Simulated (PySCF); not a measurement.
## Electron correlation in Ge⁺ (germanium, charge +1)

[Ar] 3d10 4s2 4d1, 2D determinant (an excited configuration). Computed with PySCF 2.14 in aug-cc-pVDZ-DK, with scalar relativity by spin-free X2C-1e. Frozen: [Ar] 3d10; 3 electrons correlated.

MP2 pair energies summed by pair of shells (mhartree):

```tsv
pair	energy	share (%)
4s-4s	-25.46	75.9
4s-4d	-8.10	24.1
```

Total MP2 correlation energy: -33.56 mhartree.

Same-spin part -1.48 and opposite-spin part -32.08 mhartree; SCS-MP2 scales them by 1/3 and 6/5 to -38.99 mhartree.
